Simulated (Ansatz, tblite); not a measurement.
Cost and result up the ladder for the cluster Zn₅Cu₂ (the lowest singlet isomer of a short search) (7 atoms). Total charge 0; singlet. Geometry: B3LYP-D4/def2-SVP.

```xyz
7

Cu    0.4324    0.7247   -0.0235
Cu   -0.2218   -1.5417    0.0165
Zn   -1.8921   -0.2295   -1.2878
Zn   -1.6392    2.0059    0.0755
Zn   -1.7922   -0.2340    1.4368
Zn    2.2286   -1.6743   -0.0910
Zn    2.8844    0.9489   -0.1264
```

Ansatz on 4 threads of Arm Neoverse N1 on a shared host; xTB runs through tblite on one thread. Times are rough, summed over both states, and most runs start from the orbitals of an earlier one. PBE0-D4/def2-TZVP serves as the yardstick here, not as an exact answer. The other state is a triplet.

The xTB rows come from tblite. The structure comes from a short search, and lower isomers may exist.

xTB has no spin-polarisation term.

```csv
level,functions,wall time,vertical triplet (eV),difference from PBE0-D4/def2-TZVP (eV)
GFN1-xTB,38,0.015 s,2.32,0.95
GFN2-xTB,38,0.019 s,2.76,1.39
PBE-D4/def2-TZVP,330,64 s,1.41,0.04
r2SCAN-D4/def2-TZVP,330,2.7 min,1.31,-0.06
PBE0-D4/def2-TZVP (with forces),330,3.7 min,1.37,0.00
```
